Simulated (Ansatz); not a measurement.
Ansatz (a program for electronic structure) input (B3LYP-D3(BJ)/def2-TZVP):

Ansatz 0.2 input:
```yaml
crystal:
  periodic: [false, false, false]
  atoms:
    - {symbol: Si, position_ang: [0.46178699, 0.20612781, -0.26448437]}
    - {symbol: O, position_ang: [0.08609812, -1.25163676, -0.90614526]}
    - {symbol: O, position_ang: [-0.83583314, 1.19000172, -0.43133425]}
    - {symbol: O, position_ang: [0.75506448, -0.00032583, 1.33186577]}
    - {symbol: H, position_ang: [-0.52062046, -1.28436840, -1.64075308]}
    - {symbol: H, position_ang: [-0.99113255, 1.85751441, 0.23138361]}
    - {symbol: H, position_ang: [1.08649439, -0.84340964, 1.62917545]}
basis:
  gaussian:
    orbitals: def2-TZVP
hamiltonian:
  xc: b3lyp
  dispersion: d3bj
magnetization: {spin_polarized: true, initial_magnetization: 1}
relax: {f_tol: 0.002, max_steps: 150}
```

Output:

```
Functional definition: B3LYP
integrals: 0.05 GiB planned
846 factors; their error is unknown
mean field: 0.72 GiB planned
mean field evaluation 1: about -14060.0877 eV, gradient 6.7e1 eV
mean field evaluation 2: about -14030.9320 eV, gradient 1.1e2 eV
mean field evaluation 4: about -14073.7570 eV, gradient 2.0e0 eV
mean field evaluation 8: about -14073.7732 eV, gradient 8.0e-2 eV
mean field evaluation 16: about -14073.8083 eV, gradient 6.8e-5 eV
mean field -14073.80825568 eV, -517.2029138266 hartree, gradient 2.4e-5 eV, S^2 0.751565; 0 other end points of the search recorded, 0 dependent functions left out
the calculation of the forces begins
reference -14073.80846985 eV, -517.2029216971 hartree; 21, 20 occupied and 127, 128 virtual orbitals, 846 factors
relax step   1: F+E_penalty+E_count = -14074.01062445 eV  Δ(F+E_penalty+E_count) = +0.000e0 eV  max|allowed force component| = 3.814e-1 eV/Å  Δτ_max = 0.0000 Å  (30 SCF iters, accepted)
these checks for a lower state are left out or cut short: starts, cluster_reference, orbital_swaps, neighbouring_geometries, increment
integrals: 0.05 GiB planned
846 factors; their error is unknown
mean field: 0.72 GiB planned
mean field -14073.82170627 eV, -517.2034081265 hartree, gradient 8.5e-6 eV, S^2 0.751597; 0 other end points of the search recorded, 0 dependent functions left out
the calculation of the forces begins
reference -14073.82192188 eV, -517.2034160498 hartree; 21, 20 occupied and 127, 128 virtual orbitals, 846 factors
relax step   2: F+E_penalty+E_count = -14074.02342841 eV  Δ(F+E_penalty+E_count) = -1.280e-2 eV  max|allowed force component| = 2.031e-1 eV/Å  Δτ_max = 0.0208 Å  (33 SCF iters, accepted)
these checks for a lower state are left out or cut short: starts, cluster_reference, orbital_swaps, neighbouring_geometries, increment
integrals: 0.05 GiB planned
846 factors; their error is unknown
mean field: 0.72 GiB planned
mean field evaluation 32: about -14073.8263 eV, gradient 8.8e-6 eV
mean field -14073.82630719 eV, -517.2035772071 hartree, gradient 8.8e-6 eV, S^2 0.751635; 0 other end points of the search recorded, 0 dependent functions left out
the calculation of the forces begins
reference -14073.82652366 eV, -517.2035851624 hartree; 21, 20 occupied and 127, 128 virtual orbitals, 846 factors
relax step   3: F+E_penalty+E_count = -14074.02747874 eV  Δ(F+E_penalty+E_count) = -4.050e-3 eV  max|allowed force component| = 5.300e-2 eV/Å  Δτ_max = 0.0210 Å  (33 SCF iters, accepted)
these checks for a lower state are left out or cut short: starts, cluster_reference, orbital_swaps, neighbouring_geometries, increment
integrals: 0.05 GiB planned
846 factors; their error is unknown
mean field: 0.72 GiB planned
mean field -14073.83392296 eV, -517.2038570814 hartree, gradient 2.0e-5 eV, S^2 0.751674; 0 other end points of the search recorded, 0 dependent functions left out
the calculation of the forces begins
reference -14073.83413954 eV, -517.2038650407 hartree; 21, 20 occupied and 127, 128 virtual orbitals, 846 factors
relax step   4: F+E_penalty+E_count = -14074.03478081 eV  Δ(F+E_penalty+E_count) = -7.302e-3 eV  max|allowed force component| = 1.096e-1 eV/Å  Δτ_max = 0.0581 Å  (31 SCF iters, accepted)
these checks for a lower state are left out or cut short: starts, cluster_reference, orbital_swaps, neighbouring_geometries, increment
integrals: 0.05 GiB planned
846 factors; their error is unknown
mean field: 0.72 GiB planned
mean field -14073.83450469 eV, -517.2038784596 hartree, gradient 8.5e-6 eV, S^2 0.751643; 0 other end points of the search recorded, 0 dependent functions left out
the calculation of the forces begins
reference -14073.83472136 eV, -517.2038864223 hartree; 21, 20 occupied and 127, 128 virtual orbitals, 846 factors
relax step   5: F+E_penalty+E_count = -14074.03529122 eV  Δ(F+E_penalty+E_count) = -5.104e-4 eV  max|allowed force component| = 1.738e-1 eV/Å  Δτ_max = 0.0292 Å  (32 SCF iters, accepted)
these checks for a lower state are left out or cut short: starts, cluster_reference, orbital_swaps, neighbouring_geometries, increment
integrals: 0.05 GiB planned
846 factors; their error is unknown
mean field: 0.72 GiB planned
mean field -14073.83287884 eV, -517.2038187110 hartree, gradient 1.3e-5 eV, S^2 0.751644; 0 other end points of the search recorded, 0 dependent functions left out
the calculation of the forces begins
reference -14073.83309465 eV, -517.2038266416 hartree; 21, 20 occupied and 127, 128 virtual orbitals, 846 factors
relax step   6: F+E_penalty+E_count = -14074.03319195 eV  Δ(F+E_penalty+E_count) = +2.099e-3 eV  max|allowed force component| = 5.620e-1 eV/Å  Δτ_max = 0.0455 Å  (31 SCF iters, rejected (line search))
these checks for a lower state are left out or cut short: starts, cluster_reference, orbital_swaps, neighbouring_geometries, increment
integrals: 0.05 GiB planned
846 factors; their error is unknown
mean field: 0.72 GiB planned
mean field -14073.83971101 eV, -517.2040697885 hartree, gradient 9.3e-6 eV, S^2 0.751673; 0 other end points of the search recorded, 0 dependent functions left out
the calculation of the forces begins
reference -14073.83992763 eV, -517.2040777489 hartree; 21, 20 occupied and 127, 128 virtual orbitals, 846 factors
relax step   7: F+E_penalty+E_count = -14074.04033786 eV  Δ(F+E_penalty+E_count) = -5.047e-3 eV  max|allowed force component| = 4.235e-2 eV/Å  Δτ_max = 0.0226 Å  (32 SCF iters, accepted)
these checks for a lower state are left out or cut short: starts, cluster_reference, orbital_swaps, neighbouring_geometries, increment
integrals: 0.05 GiB planned
846 factors; their error is unknown
mean field: 0.72 GiB planned
mean field evaluation 64: about -14073.8455 eV, gradient 1.1e-3 eV
mean field -14073.84554380 eV, -517.2042841394 hartree, gradient 2.2e-5 eV, S^2 0.751705; 0 other end points of the search recorded, 0 dependent functions left out
the calculation of the forces begins
reference -14073.84576101 eV, -517.2042921218 hartree; 21, 20 occupied and 127, 128 virtual orbitals, 846 factors
relax step   8: F+E_penalty+E_count = -14074.04524610 eV  Δ(F+E_penalty+E_count) = -4.908e-3 eV  max|allowed force component| = 3.992e-1 eV/Å  Δτ_max = 0.0979 Å  (31 SCF iters, accepted)
these checks for a lower state are left out or cut short: starts, cluster_reference, orbital_swaps, neighbouring_geometries, increment
integrals: 0.05 GiB planned
846 factors; their error is unknown
mean field: 0.72 GiB planned
mean field -14073.85240738 eV, -517.2045363716 hartree, gradient 9.2e-6 eV, S^2 0.751691; 0 other end points of the search recorded, 0 dependent functions left out
the calculation of the forces begins
reference -14073.85262391 eV, -517.2045443288 hartree; 21, 20 occupied and 127, 128 virtual orbitals, 846 factors
relax step   9: F+E_penalty+E_count = -14074.05196087 eV  Δ(F+E_penalty+E_count) = -6.715e-3 eV  max|allowed force component| = 5.680e-3 eV/Å  Δτ_max = 0.0279 Å  (33 SCF iters, accepted)
these checks for a lower state are left out or cut short: starts, cluster_reference, orbital_swaps, neighbouring_geometries, increment
integrals: 0.05 GiB planned
846 factors; their error is unknown
mean field: 0.72 GiB planned
mean field -14073.85253345 eV, -517.2045410044 hartree, gradient 8.5e-6 eV, S^2 0.751693; 0 other end points of the search recorded, 0 dependent functions left out
the calculation of the forces begins
reference -14073.85275005 eV, -517.2045489644 hartree; 21, 20 occupied and 127, 128 virtual orbitals, 846 factors
relax step  10: F+E_penalty+E_count = -14074.05203099 eV  Δ(F+E_penalty+E_count) = -7.012e-5 eV  max|allowed force component| = 1.235e-2 eV/Å  Δτ_max = 0.0079 Å  (34 SCF iters, accepted)
these checks for a lower state are left out or cut short: starts, cluster_reference, orbital_swaps, neighbouring_geometries, increment
integrals: 0.05 GiB planned
846 factors; their error is unknown
mean field: 0.72 GiB planned
mean field -14073.85256097 eV, -517.2045420157 hartree, gradient 8.5e-6 eV, S^2 0.751693; 0 other end points of the search recorded, 0 dependent functions left out
the calculation of the forces begins
reference -14073.85277751 eV, -517.2045499735 hartree; 21, 20 occupied and 127, 128 virtual orbitals, 846 factors
relax step  11: F+E_penalty+E_count = -14074.05205752 eV  Δ(F+E_penalty+E_count) = -2.653e-5 eV  max|allowed force component| = 4.695e-3 eV/Å  Δτ_max = 0.0059 Å  (34 SCF iters, accepted)
these checks for a lower state are left out or cut short: starts, cluster_reference, orbital_swaps, neighbouring_geometries, increment
integrals: 0.05 GiB planned
846 factors; their error is unknown
mean field: 0.72 GiB planned
mean field -14073.85257410 eV, -517.2045424981 hartree, gradient 1.1e-5 eV, S^2 0.751692; 0 other end points of the search recorded, 0 dependent functions left out
the calculation of the forces begins
reference -14073.85279063 eV, -517.2045504557 hartree; 21, 20 occupied and 127, 128 virtual orbitals, 846 factors
relax step  12: F+E_penalty+E_count = -14074.05205957 eV  Δ(F+E_penalty+E_count) = -2.046e-6 eV  max|allowed force component| = 1.574e-3 eV/Å  Δτ_max = 0.0022 Å  (26 SCF iters, accepted)
integrals: 0.05 GiB planned
846 factors; their error is unknown
mean field: 0.72 GiB planned
mean field evaluation 96: about -14073.8526 eV, gradient 1.4e-5 eV
mean field -14073.85257410 eV, -517.2045424981 hartree, gradient 1.4e-5 eV, S^2 0.751692; 1 other end points of the search recorded, 0 dependent functions left out
the calculation of the forces begins
reference -14073.85279063 eV, -517.2045504557 hartree; 21, 20 occupied and 127, 128 virtual orbitals, 846 factors
Total energy: -14074.05227611 eV, -517.2118814116 hartree
Atom 0 at     0.332730     0.140485    -0.190831 Å, force     0.001574     0.000904    -0.000747 eV/Å
Atom 1 at    -0.086006    -1.295430    -0.881026 Å, force    -0.000664     0.000146     0.000992 eV/Å
Atom 2 at    -0.954017     1.162307    -0.308134 Å, force    -0.000108    -0.001516     0.000176 eV/Å
Atom 3 at     0.634353    -0.125692     1.406579 Å, force    -0.001304     0.000148    -0.000330 eV/Å
Atom 4 at    -0.341836    -1.287172    -1.808081 Å, force    -0.000002     0.000555     0.000060 eV/Å
Atom 5 at    -0.873947     2.029440     0.100060 Å, force     0.000490    -0.000356     0.000230 eV/Å
Atom 6 at     1.330581    -0.750034     1.631141 Å, force     0.000015     0.000119    -0.000381 eV/Å
Dipole moment:     0.243445     0.117661    -0.137524 e Å
```

It need not be the lowest isomer of its formula.
